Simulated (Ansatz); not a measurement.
Gas-phase reaction R1 → P1 + P2, each structure at its B3LYP-D3(BJ)/def2-TZVP stationary point, reached from a drawn start (curvature not checked).
R1, CHCl3 (SMILES ClC(Cl)Cl) (charge 0, multiplicity 1):
```
atom    x (Å)    y (Å)    z (Å)
----  -------  -------  -------
C     -0.0049  -0.0032   0.1073
Cl    -0.6500   1.5666  -0.4149
Cl     1.6983  -0.1852  -0.3609
Cl    -0.9893  -1.3420  -0.5187
H     -0.0542  -0.0360   1.1872
```
P1: CHCl2 (SMILES Cl[CH]Cl), charge 0, multiplicity 2.
P2: Cl atom, charge 0, multiplicity 2.

P less R. No zero-point or thermal terms; singlets are restricted closed shells; open shells are unrestricted; no spin–orbit coupling.

Correlated levels freeze the cores. CBS(a, b) extrapolates the correlation energy as X⁻³ and adds the Hartree–Fock energy of set b.

Codes used: Ansatz (Gaussian basis) for Hartree–Fock, density functionals and correlated methods. No computed number here is a measurement.

Q: What reaction energy does CCSD(T)/CBS(cc-pV(T+d)Z, cc-pV(Q+d)Z) give?

A: 322 kJ/mol

Q: Predict the reaction energy from SCS-MP2/cc-pV(T+d)Z.

A: 323 kJ/mol

Q: Estimate the reaction energy that PBE0/def2-TZVPP returns for this input.

A: 305 kJ/mol

Ansatz is a quantum-chemistry and plane-wave program.
